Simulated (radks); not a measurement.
Values are calculated unless marked as measured or tabulated.
Q: The mean radii <r> (bohr) of the occupied orbitals of an atom or ion are listed with their occupations. Code: a radial shooting solver on a logarithmic mesh with Libxc functionals. Model: scalar-relativistic Kohn-Sham, LDA (Slater exchange, Perdew-Wang correlation), spin-polarised, spherical densities, point nucleus.

orbital  occ.      <r>
1s down     1  0.02192
1s up       1  0.02192
2s up       1  0.09334
2s down     1  0.09334
2p up       3  0.08240
2p down     3  0.08240
3s up       1   0.2448
3s down     1   0.2446
3p up       3   0.2433
3p down     3   0.2431
3d up       5   0.2214
3d down     5   0.2211
4s up       1   0.5522
4s down     1   0.5524
4p up       3   0.5840
4p down     3   0.5844
4d up       5   0.6323
4d down     5   0.6337
5s up       1    1.285
5s down     1    1.301
5p up       3    1.461
5p down     3    1.484
4f up       6   0.7930

Name the element and its charge. Open shells, if any, are filled with parallel spins first.

A: Z = 64, gadolinium, charge +4: Gd4+ in [Xe] 4f6. The 1s radius gives Z: for a bare nucleus <r> = (2 gamma + 1)/(2Z) with gamma = sqrt(1 - (Z/c)^2), 0.02163 bohr for Z = 64, and screening makes it slightly larger (0.02192 here). The occupations add up to 60, and the charge is Z minus that.
